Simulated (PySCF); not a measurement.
A series of related molecules.

All values: PBE0/pcSseg-1 (PySCF) at GFN2-xTB geometries, gas phase, one conformer each.

(1) Rank by the highest IAO charge on any atom, highest value first.
A. `C[SiH2]N[Si@](N)(S)N(C)C`
B. `C[SiH2]N[Si@@H](N)S`
C. `C[SiH2]N[Si](N)(S)S`
D. `CC[Si@](N[SiH2]C)(S)N`

Results:

(1) A (+1.242 e), D (+1.176 e), C (+1.089 e), B (+1.065 e).

All values together:

| SMILES | change | formula | μ (D) | HOMO (eV) | LUMO (eV) | lowest IAO charge (e) | highest IAO charge (e) | lowest Hirshfeld charge (e) | highest Hirshfeld charge (e) |
| --- | --- | --- | --- | --- | --- | --- | --- | --- | --- |
| C[SiH2]N[Si@@H](N)S | parent | CH10N2SSi2 | 2.04 | -7.14 | 0.65 | -0.946 (N) | +1.065 (Si) | -0.333 (N) | +0.389 (Si) |
| C[SiH2]N[Si@](N)(S)N(C)C | H on Si replaced by NMe2 | C3H15N3SSi2 | 2.11 | -6.33 | 0.63 | -0.955 (N) | +1.242 (Si) | -0.340 (N) | +0.431 (Si) |
| CC[Si@@](N)(S)N[SiH2]C | H on Si replaced by C2H5 | C3H14N2SSi2 | 2.54 | -7.06 | 0.73 | -0.950 (N) | +1.176 (Si) | -0.336 (N) | +0.417 (Si) |
| C[SiH2]N[Si](N)(S)S | H on Si replaced by SH | CH10N2S2Si2 | 2.18 | -7.03 | 0.24 | -0.959 (N) | +1.089 (Si) | -0.341 (N) | +0.381 (Si) |

Conformers: `[CH3:1][SiH2:2][NH:3][Si@@H:4]([NH2:5])[SH:6]` with C1–Si2–N3–Si4 -65°, Si2–N3–Si4–N5 -57°, N3–Si4–N5–H 155° and -60°, N3–Si4–S6–H 42°; `[CH3:1][SiH2:2][NH:3][Si@:4]([NH2:5])([SH:6])[N:7]([CH3:8])[CH3:9]` with C1–Si2–N3–Si4 -58°, Si2–N3–Si4–N5 -170°, N3–Si4–N5–H 53° and -172°, N3–Si4–S6–H 76°, N3–Si4–N7–C8 -63°; `[CH3:1][CH2:2][Si@@:3]([NH2:4])([SH:5])[NH:6][SiH2:7][CH3:8]` with C1–C2–Si3–N4 -55°, C2–Si3–N4–H 162° and -58°, C2–Si3–S5–H -61°, C2–Si3–N6–Si7 -33°, Si3–N6–Si7–C8 176°; `[CH3:1][SiH2:2][NH:3][Si:4]([NH2:5])([SH:6])[SH:7]` with C1–Si2–N3–Si4 -170°, Si2–N3–Si4–N5 79°, N3–Si4–N5–H 79° and -64°, N3–Si4–S6–H 68°, N3–Si4–S7–H -177°.

Give the shifts from the parent, `C[SiH2]N[Si@@H](N)S`.

```
                  SMILES  change in μ (D)  change in HOMO (eV)  change in LUMO (eV)
C[SiH2]N[Si@](N)(S)N(C)C            +0.07                +0.81                -0.02
  CC[Si@@](N)(S)N[SiH2]C            +0.50                +0.08                +0.08
     C[SiH2]N[Si](N)(S)S            +0.14                +0.11                -0.41
```
